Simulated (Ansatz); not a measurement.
`C[S][GeH]([CH3])[Cl]` + HI → `[CH3][GeH]([Cl])[I]` + CH₃SH  (ligand exchange at a Ge–S bond)

Computed with Ansatz on PBE0-D4/def2-TZVP structures; ΔE is electronic, products minus reactants. CCSD(T)/CBS is the MP2 limit (def2-TZVPP, def2-QZVPP) plus CCSD(T) − MP2 in def2-TZVPP, frozen cores. This one scheme is used for every species. Functionals use def2-TZVPP. HSE06 is defined as in plane-wave codes. Elements past krypton have def2 core potentials. For Ge, I outer-core shells are correlated without core-valence functions, which leaves a few kJ/mol of doubt a bond. Scalar relativity is left out up to krypton. Each species was taken in one conformer, which may not be the lowest.

| level | ΔE (kcal/mol) | difference from CCSD(T)/CBS |
| --- | --- | --- |
| LDA (SPW92) | -8.7 | 1.3 |
| PBE-D4 | -9.3 | 0.7 |
| revPBE-D4 | -8.5 | 1.5 |
| BLYP-D4 | -9.1 | 0.9 |
| r2SCAN-D4 | -9.6 | 0.4 |
| B97M-V | -8.3 | 1.7 |
| PBE0-D4 | -9.8 | 0.2 |
| r2SCANh-D4 | -9.8 | 0.2 |
| r2SCAN0-D4 | -10.1 | -0.1 |
| BHLYP-D4 | -10.7 | -0.7 |
| CAM-B3LYP-D4 | -9.5 | 0.5 |
| ωB97X-V | -9.6 | 0.4 |
| ωB97M-V | -9.7 | 0.3 |
| B2PLYP | -10.2 | -0.2 |
| PBE-QIDH | -10.2 | -0.2 |
| PBE | -9.9 | 0.1 |
| revPBE | -10.4 | -0.4 |
| BLYP | -10.4 | -0.4 |
| r2SCAN | -9.9 | 0.1 |
| PBE0 | -10.4 | -0.4 |
| r2SCAN0 | -10.5 | -0.5 |
| HSE06 | -10.5 | -0.5 |
| BHLYP | -11.1 | -1.1 |
| CAM-B3LYP | -10.0 | 0.0 |
| LC-ωPBE | -9.7 | 0.3 |
| RPA@PBE/def2-TZVPP | -8.1 | 1.9 |
| HF/def2-SVP | -11.9 | -1.9 |
| MP2/def2-SVP | -9.9 | 0.1 |
| CCSD(T)/def2-SVP | -9.2 | 0.8 |
| HF/def2-TZVPP | -12.2 | -2.2 |
| MP2/def2-TZVPP | -9.6 | 0.4 |
| SCS-MP2/def2-TZVPP | -9.6 | 0.4 |
| CCSD/def2-TZVPP | -9.0 | 1.0 |
| CCSD(T)/def2-TZVPP | -8.6 | 1.4 |
| HF/def2-QZVPP | -12.4 | -2.4 |
| MP2/def2-QZVPP | -10.4 | -0.4 |
| SCS-MP2/def2-QZVPP | -10.4 | -0.4 |
| HF/CBS(def2) | -12.4 | -2.4 |
| MP2/CBS(def2) | -11.0 | -1.0 |
| CCSD/CBS(def2) | -10.4 | -0.4 |
| CCSD(T)/CBS | -10.0 | 0 |

Largest T1 diagnostic among the species: 0.010.

Leaving LDA and LC-ωPBE aside and taking each functional with its dispersion term where it has one, the values spread over 2.4 kcal/mol, from BHLYP-D4 to B97M-V. LDA lies +1.3 kcal/mol from PBE without D4. The D4 term adds +0.9 kcal/mol with B3LYP and +0.6 kcal/mol with PBE0; it sums over pairs of atoms, weighted by their polarisabilities, and B3LYP, whose exchange is more repulsive, gets the larger term.

B3LYP here is the variant with VWN-RPA as its local correlation; programs differ in this.
